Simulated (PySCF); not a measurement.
Vertical excitation energies

Species: C6H7PS.
InChI=1S/C6H7PS/c1-2-5(1)6-3-7-4-8-6/h3-5H,1-2H2

The calculation used TDDFT CAM-B3LYP/def2-SVPD, vertical, gas phase, core orbitals frozen in the response in PySCF. One conformer (not necessarily the lowest) at the GFN2-xTB geometry, without solvent, vibrations or thermal averaging. Torsions of this conformer, `[cH:1]1[p:2][cH:3][c:4]([CH:5]2[CH2:6][CH2:7]2)[s:8]1`: C3–C4–C5–C6 149°.

| state | E (eV) | λ (nm) | ν̃ (cm⁻¹) | f | main configurations (H = HOMO, L = LUMO) |
| --- | --- | --- | --- | --- | --- |
| S1 | 4.75 | 261.0 | 38320 | 0.068 | H→L (95%) |
| S2 | 5.20 | 238.6 | 41910 | 0.067 | H-1→L (82%), H→L+3 (15%) |
| S3 | 5.35 | 231.9 | 43120 | 0.0091 | H-2→L (97%) |
| S4 | 5.64 | 219.7 | 45520 | 0.0006 | H→L+1 (42%), H→L+2 (34%), H→L+8 (9%) |
| S5 | 6.25 | 198.3 | 50440 | 0.402 | H→L+3 (75%), H-1→L (12%) |
| S6 | 6.32 | 196.1 | 50980 | 0.0018 | H→L+1 (42%), H→L+2 (31%), H→L+5 (20%) |
| S7 | 6.38 | 194.3 | 51470 | 0.0022 | H-1→L+1 (44%), H-1→L+2 (28%), H-1→L+8 (11%) |
| S8 | 6.78 | 182.8 | 54720 | 0.013 | H→L+7 (39%), H→L+5 (34%), H→L+2 (10%) |

Triplets (Tamm–Dancoff): T1 2.92 eV, H→L (93%); T2 4.14 eV, H-1→L (86%); T3 4.53 eV, H-2→L (88%).

The lowest singlet comes at 261 nm (458 kJ/mol) in the ultraviolet; it is of moderate strength; its leading configuration is HOMO→LUMO (95%). The strongest level in the table is S5 at 6.25 eV (198 nm, f = 0.402). Löwdin shares by element: HOMO carbon 41% or more, phosphorus 23%, sulfur 12% (atoms not listed hold the other 23%); LUMO carbon 36% or more, phosphorus 29%, sulfur 20% (atoms not listed hold the other 16%). The oscillator strengths of these states sum to 0.564; summed over the whole spectrum of an exact calculation they would give the number of electrons, 74 (Thomas–Reiche–Kuhn). Orbital energies (eV): HOMO-3 -10.38, HOMO-2 -9.12, HOMO-1 -8.46, HOMO -7.69, LUMO -0.20, LUMO+1 1.21, LUMO+2 1.34. The listed states span 2.03 eV, and the widest gap between neighbours is 0.61 eV (S4 to S5). No computed singlet lies in the visible range (380 to 750 nm); the lowest, at 261 nm, stands 1.49 eV above its violet end (3.26 eV); a Tamm–Dancoff triplet lies at 425 nm, without intensity as long as spin–orbit coupling is left out. Singlets were solved by full linear response, triplets in the Tamm–Dancoff approximation.

Hardware: one thread, Arm Neoverse V2 (aarch64), shared host with 96 logical CPUs at a one-minute load of 47. Cost: 53 s wall, 1.1 GiB resident at most.
